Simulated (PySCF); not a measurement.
# Er(54+): ionisation energy

Er(54+) [Ne] 3s2 3p2 (3P) → Er(55+) [Ne] 3s2 3p1 (2P), as a difference of total energies. All numbers are calculated (PySCF 2.14, no relativity, point nucleus, in an uncontracted even-tempered set (16 s from 13 bohr⁻², ratio 2.5; 10 p from 17 bohr⁻², ratio 2.5; 4 d from 67 bohr⁻², ratio 2.7; 4 f from 100 bohr⁻², ratio 2.7)). Correlated levels: outer shells: 1s2 frozen; virtual orbitals above 40 to 60 times the deepest correlated orbital energy dropped. The calculations carry no spin-orbit coupling.

| method | ionisation energy (eV) |
| --- | --- |
| UHF | 5032.3 |
| LDA | 5033.9 |
| PBE | 5034.7 |
| PBE0 | 5034.5 |
| r2SCAN | 5034.7 |
| r2SCANh | 5034.6 |
| TPSS | 5034.5 |
| MP2 (outer shells) | 5032.4 |
| SCS-MP2 (outer shells) | 5032.1 |

Spin-orbit coupling is strong in these open shells (close to jj coupling). The scalar numbers leave it out and a first-order estimate fails, so it can dominate the gap to the real levels.

The gap to the reference is mostly relativistic.

For comparison: 5329 ± 5 eV (theoretical estimate listed by NIST; NIST Atomic Spectra Database, ionization energies).
